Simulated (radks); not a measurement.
Values are calculated unless marked as measured or tabulated.
The neon ion Ne2+, configuration [He] 2s2 2p4.

Code: a radial shooting solver on a logarithmic mesh with Libxc functionals. Model: non-relativistic Kohn-Sham, r2SCAN, spin-polarised, spherical densities, point nucleus; open shells are filled with parallel spins first; meta-GGA in the generalised Kohn-Sham scheme.

Energy parts (hartree):
| part | energy |
|---|---|
| total | -126.58591 |
| kinetic | 126.35881 |
| electron-nucleus | -292.91706 |
| Hartree | 51.24236 |
| exchange-correlation | -11.27002 |

Orbitals (lengths in bohr, moments of r in powers of bohr):
| orbital | occ. | eigenvalue (hartree) | <r> |
|---|---|---|---|
| 1s up | 1 | -32.65207 | 0.1582 |
| 1s down | 1 | -32.55266 | 0.1577 |
| 2s up | 1 | -3.03341 | 0.8211 |
| 2s down | 1 | -2.81621 | 0.8401 |
| 2p up | 3 | -2.13757 | 0.7977 |
| 2p down | 1 | -1.89737 | 0.8321 |

The highest occupied level is 2p down at -51.630 eV. The electron density at the nucleus is 626.1 e/bohr^3. For comparison, the ionisation energy in NIST's Atomic Spectra Database is 63.423 eV (measured). In exact Kohn-Sham theory the highest level is minus the ionisation energy, but local and semilocal functionals leave it too shallow, through self-interaction and a potential that decays too fast; potentials with the right tail come closer. Spin moment in Bohr magnetons: 2. Summed over all electrons, <r^2> = 4.994 bohr^2, which gives a Langevin (diamagnetic) susceptibility term of -3.96 x 10^-6 cm^3/mol. Virial ratio -V/T = 2.00180. The density falls to 0.001 e/bohr^3 at r = 2.36 bohr.
